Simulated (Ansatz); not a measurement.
Consider the formal exchange of groups at the Al–C bond: `C[CH2][Al]([SiH3])[Cl]` + `FC(F)(F)Cl` → `[SiH3][Al]([Cl])[Cl]` + `CCC(F)(F)F`.

Computed with Ansatz on PBE0-D4/def2-TZVP structures; ΔE is electronic, products minus reactants. CBS: MP2 limit from def2 TZ/QZ plus the TZ coupled-cluster correction, frozen cores. One conformer a species, not always the lowest.

| species | HF/def2-QZVPP energy (Eh) |
| --- | --- |
| `C[CH2][Al]([SiH3])[Cl]` | -1070.91069 |
| `FC(F)(F)Cl` | -795.87316 |
| `[SiH3][Al]([Cl])[Cl]` | -1451.83231 |
| `CCC(F)(F)F` | -415.05408 |

Task: Work out ΔE.

Result: ΔE = (-1451.83231) + (-415.05408) − (-1070.91069) − (-795.87316) = -0.10254 Eh = -269.2 kJ/mol. CCSD(T)/CBS gives -247.1 kJ/mol.

Largest T1 diagnostic among the species: 0.011.

In def2-TZVPP, CCSD(T) changes the Hartree–Fock value by +24.9 kJ/mol (the triples alone add +4.7 kJ/mol) and MP2 by +22.7 kJ/mol. From PBE to PBE0 (25 % exact exchange), in def2-TZVPP and without D4, ΔE moves by −12.7 kJ/mol.
